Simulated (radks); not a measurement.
Question: All-electron atom: In+ in [Kr] 4d10 5s2 (the NIST ground configuration). Method: Dirac Kohn-Sham, LDA (Slater exchange, Perdew-Zunger correlation), spin-unpolarised, spherical densities, finite nucleus; Fermi nuclear charge, rms radius 4.6156 fm; computed with a radial shooting solver on a logarithmic mesh with Libxc functionals. Some entries of the table are withheld. Estimate them.

orbital  occ.  eigenvalue (eV)  <r^2> (bohr^2)
1s1/2       2        -27709.57        0.001197
2s1/2       2              (1)         0.01945
2p1/2       2        -3877.810             (2)
2p3/2       4        -3667.242             (3)
3s1/2       2        -794.1180          0.1394
3p1/2       2              (4)             (5)
3p3/2       4              (6)             (7)
3d3/2       4        -444.8064          0.1237
3d5/2       6        -437.0057          0.1263
4s1/2       2              (8)          0.8145
4p1/2       2              (9)          0.9292
4p3/2       4             (10)          0.9946
4d3/2       4         -26.7695           1.645
4d5/2       6         -25.9003           1.694
5s1/2       2         -15.3051           6.898

Answer: 
(1) 2s1/2 eigenvalue (eV): -4155.171
(2) 2p1/2 <r^2> (bohr^2): 0.01447
(3) 2p3/2 <r^2> (bohr^2): 0.01578
(4) 3p1/2 eigenvalue (eV): -681.9920
(5) 3p1/2 <r^2> (bohr^2): 0.1343
(6) 3p3/2 eigenvalue (eV): -643.9618
(7) 3p3/2 <r^2> (bohr^2): 0.1430
(8) 4s1/2 eigenvalue (eV): -126.9373
(9) 4p1/2 eigenvalue (eV): -90.2205
(10) 4p3/2 eigenvalue (eV): -83.4905
